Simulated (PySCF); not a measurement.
## One molecule, many functionals

CH₆Ge.
SMILES: `[GeH3][CH3]`

Linear-response calculations in the def2-SVPD basis (PySCF; singlets by full response, triplets Tamm–Dancoff, core orbitals frozen in the response; HF means time-dependent Hartree–Fock). 'Strongest' is the level of largest summed f among the singlets computed (10 roots, of which the last may lack a degenerate partner); it can jump between rows when another state enters that window. S1 is the lowest singlet of each run and needn't be the same state throughout; f(S1) is that of one state. Geometry: PBE0-D3(BJ)/def2-SVP; no solvent, vibrations or thermal averaging. The LDA/def2-SVPD calculation is non-relativistic and has no spin–orbit coupling, an omission that weighs most on germanium.

```csv
functional,kind,S1 (eV),f(S1),strongest (eV),T1 (eV),HOMO (eV),gap (eV),"ionisation energy, ΔSCF (eV)"
LDA,LDA,7.57,0.002,8.19,7.28,-7.82,7.42,11.30
B3LYP,"global hybrid, 20% exact exchange",7.90,0.012,8.53,7.55,-8.73,8.82,11.27
PBE0,"global hybrid, 25% exact exchange",8.15,0.019,8.79,7.70,-8.97,9.34,11.24
BHandHLYP,"global hybrid, 50% exact exchange",8.47,0.046,9.17,7.97,-10.12,10.96,11.23
CAM-B3LYP,range-separated hybrid,8.23,0.028,8.97,7.80,-10.32,11.31,11.34
wB97X-D,range-separated hybrid,8.44,0.029,9.13,8.06,-10.82,12.71,11.28
LC-wPBE,range-separated hybrid,8.88,0.046,9.65,8.15,-11.72,13.68,11.43
HF,Hartree–Fock,9.20,0.125,10.03,8.31,-11.97,14.18,not settled
```

Task: What does PBE (GGA) give?

Result: S1 (eV) 7.55, f(S1) 0.004, strongest (eV) 8.18, T1 (eV) 7.22, HOMO (eV) -7.71, gap (eV) 7.42, ionisation energy, ΔSCF (eV) 11.12. S1 runs from 7.55 eV (PBE) to 9.20 eV (HF), a spread of 1.65 eV, while the orbital gap spreads over 6.8 eV. Along PBE (0%), B3LYP (20%), PBE0 (25%), BHandHLYP (50%), HF (100%) S1 rises with the share of exact exchange. −ε(HOMO) comes closest to its own ΔSCF ionisation energy with LC-wPBE (+0.29 eV) and misses most with LDA (-3.49 eV). 'Not settled' means that the ion's SCF failed to converge or may have ended in another state than the lowest.
